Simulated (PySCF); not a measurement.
B3LYP has the VWN-RPA correlation part, as in Gaussian. 

C₅H₈, SMILES `C=C=C(C)C` (charge 0, multiplicity 1)

These are B3LYP-D3(BJ)/def2-TZVP (PySCF) values and carry that method's errors.

```
Quantity                                        Value
-------------  --------------------------------------
HOMO                                         -6.69 eV
dipole moment                                  0.63 D
HOMO–LUMO gap                                 7.02 eV
LUMO                                          0.33 eV
total energy                              -5316.77 eV
cost           about 60 core-seconds (a rough figure)
```

```xyz
13

C      2.3582     0.4415    -0.1676
C      1.0814     0.2024    -0.0769
C     -0.1971    -0.0369     0.0139
C     -0.7388    -1.4432     0.0752
C     -1.2115     1.0780     0.0634
H      2.9779     0.5618     0.7151
H      2.8529     0.5298    -1.1294
H     -1.4256    -1.6244    -0.7569
H     -1.3066    -1.5937     0.9983
H      0.0584    -2.1830     0.0341
H     -1.7969     1.0210     0.9859
H     -1.9159     0.9906    -0.7693
H     -0.7366     2.0560     0.0142
```
Charge 0, spin multiplicity 1.
